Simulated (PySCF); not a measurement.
# Molecular orbitals of SrBe

r²SCAN at R = 3.559 Å; basis Sr def2-SVP with ECP28, Be def2-SVP; scalar-relativistic core potentials; PySCF 2.14. State: ¹Σ⁺ (singlet), closed shell. Only the outer orbitals are listed, counted within each symmetry, core potentials removing the inner ones.

```tsv
orbital	occ.	ε (eV)	on Sr (%)	main shells (%)
2σ	2	-43.08	100	100 Sr s
1π	2	-24.01	100	100 Sr p
1π	2	-24.01	100	100 Sr p
3σ	2	-23.94	100	100 Sr p
4σ	2	-5.85	13	85 Be s, 9 Sr s
5σ	2	-3.49	78	76 Sr s, 12 Be p, 9 Be s
6σ	0	-2.14	40	56 Be p, 16 Sr d, 15 Sr p
2π	0	-2.12	35	65 Be p, 19 Sr d, 16 Sr p
2π	0	-2.12	35	65 Be p, 19 Sr d, 16 Sr p
```

Which are the highest filled and the lowest empty level, where do they sit, and how wide is the gap?

Highest filled 5σ at -3.49 eV (in %: 76 Sr s, 12 Be p, 9 Be s); lowest empty 6σ at -2.14 eV (in %: 56 Be p, 16 Sr d, 15 Sr p); the gap at r²SCAN is 1.35 eV.

```json
{
  "bond order (Mayer)": "0.65",
  "⟨S²⟩": "0.000",
  "charge on Sr (Mulliken, basis-dependent)": "0.17",
  "charge on Sr (Löwdin, basis-dependent)": "0.00",
  "dipole moment (positive dipole means Sr(−)Be(+))": "-1.20 D"
}
```

Closed-shell solutions of metal pairs were not tested for spin polarisation, which can lower them a little.
